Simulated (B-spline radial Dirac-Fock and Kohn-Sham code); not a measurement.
Satellites and hypersatellites of the K lines of As¹⁰⁺

System: the As¹⁰⁺ ion, 1s2 2s2 2p6 3s2 3p6 3d5.

Method: Dirac-Fock ΔSCF + Breit + QED. Computed with a B-spline atomic structure program. Each two-hole energy is an average over J within one jj subconfiguration, not an observable level; in light atoms, where LS coupling holds, the j-resolved values are not observed lines, and for a K spectator the Kα1 hypersatellite is nearly forbidden. No correlation.

Lines without a spectator: Kα2 (K-L2) 10505.1 eV, Kα1 (K-L3) 10541.1 eV, Kβ3 (K-M2) 11756.7 eV, Kβ1 (K-M3) 11762.6 eV. Shifts in eV with one spectator hole (a dash: not computed, or left out as unreliable):

```tsv
spectator hole	Kα2	Kα1	Kβ3	Kβ1
L2 (2p1/2)	+35.7	+43.8	–	+100.4
L3 (2p3/2)	+39.2	+38.0	+95.5	–
M2 (3p1/2)	–	+4.68	+13.00	+15.45
M3 (3p3/2)	+4.13	–	+14.52	+13.98
```

Question: Where does the K-L3 hypersatellite lie, emitted when both K electrons are missing?

Answer: +359.7 eV from the normal line, at 10900.7 eV. Removing both K electrons costs 24801.5 eV, which is 503.0 eV more than twice the K binding energy.

With n spectator holes in 2p, averaged over the 2p shell (energies in eV):

```csv
n,KαLⁿ,step,hypersatellite KαʰLⁿ
0,10529.1,–,10887.2
1,10568.8,+39.7,10928.2
2,10609.7,+41.0,10970.5
3,10652.0,+42.3,11014.1
4,10695.5,+43.5,11059.0
5,10740.4,+44.8,11105.2
```
